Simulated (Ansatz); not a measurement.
Start from `[SH][In]([Cl])[Cl]` and change one atom or group to get `[SH][In]([SH])[Cl]`.

Ansatz, PBE0-D4/def2-TZVP geometries, multiplicity 1. Each molecule was computed in one conformer, which needn't be the lowest.

Elements past krypton have def2 core potentials.

| property | `[SH][In]([Cl])[Cl]` |
| --- | --- |
| HOMO–LUMO gap (PBE0/def2-TZVPP) / eV | 5.83 |
| LUMO energy (PBE/def2-TZVPP) / eV | -3.32 |
| HOMO energy (ωB97M-V/def2-TZVPP) / eV | -10.48 |
| HOMO energy (PBE/def2-TZVPP) / eV | -7.06 |
| ideal-gas entropy at 298 K and 1 bar (rigid rotor, harmonic PBE0-D4/def2-TZVP) / J/(mol·K) | 366 |
| HOMO energy (B3LYP/def2-TZVPP) / eV | -8.04 |

Problem. Give the same properties after the change, and the shifts. (Estimate.)

Solution. Computed: 
| property | `[SH][In]([SH])[Cl]` | shift |
| --- | --- | --- |
| HOMO–LUMO gap (PBE0/def2-TZVPP) / eV | 5.79 | -0.04 |
| LUMO energy (PBE/def2-TZVPP) / eV | -2.92 | 0.40 |
| HOMO energy (ωB97M-V/def2-TZVPP) / eV | -10.03 | 0.45 |
| HOMO energy (PBE/def2-TZVPP) / eV | -6.64 | 0.42 |
| ideal-gas entropy at 298 K and 1 bar (rigid rotor, harmonic PBE0-D4/def2-TZVP) / J/(mol·K) | 377 | 11 |
| HOMO energy (B3LYP/def2-TZVPP) / eV | -7.60 | 0.44 |

The zero-point energy changes by 21.3 kJ/mol with +3 modes.

B3LYP here is the variant with VWN-RPA as its local correlation; programs differ in this.
